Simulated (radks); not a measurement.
The thulium ion Tm1.25+, 67.75 electrons, occupied as [Xe] 4f(up 6.5, down 6.5) 6s(up 0.75, down 0) (fractional occupations, a model configuration).

Method: scalar-relativistic Kohn-Sham, PBEsol, spin-polarised, spherical densities, finite nucleus; Fermi nuclear charge, rms radius 5.2256 fm; computed with a radial shooting solver on a logarithmic mesh with Libxc functionals.

Energy parts (eV):
| part | energy |
|---|---|
| total | -369024.70 |
| kinetic | 400983.57 |
| electron-nucleus | -906488.60 |
| Hartree | 144117.34 |
| exchange-correlation | -7637.01 |

Orbitals (lengths in bohr, moments of r in powers of bohr; r(max) is where P^2 peaks):
orbital  occ.  eigenvalue (eV)   r(max)
1s up       1        -59260.72  0.01262
1s down     1        -59260.71  0.01262
2s up       1        -10006.07  0.07192
2s down     1        -10006.06  0.07192
2p up       3        -8838.249  0.05855
2p down     3        -8838.244  0.05855
3s up       1        -2255.120   0.2033
3s down     1        -2255.123   0.2033
3p up       3        -1901.376   0.2002
3p down     3        -1901.379   0.2002
3d up       5        -1464.026   0.1632
3d down     5        -1464.028   0.1632
4s up       1        -450.7124   0.4644
4s down     1        -450.7204   0.4644
4p up       3        -334.4400   0.4857
4p down     3        -334.4464   0.4857
4d up       5        -179.9561   0.5012
4d down     5        -179.9589   0.5012
4f up     6.5         -11.6475   0.4958
4f down   6.5         -11.6212   0.4957
5s up       1         -62.0263    1.091
5s down     1         -61.9786    1.091
5p up       3         -35.5693    1.255
5p down     3         -35.4558    1.254
6s up    0.75         -10.8903    3.060
6s down     0         -10.0600    3.038

The highest occupied level is 6s up at -10.890 eV. The spin density at the nucleus is 35.92 e/bohr^3 (1s 0.13, 2s 0.04, 3s 0.07, 4s -0.04, 5s -0.67, 6s 36.39). Summed over all electrons, <r^2> = 47.24 bohr^2, which gives a Langevin (diamagnetic) susceptibility term of -37.4 x 10^-6 cm^3/mol. Spin moment in Bohr magnetons: 0.75.
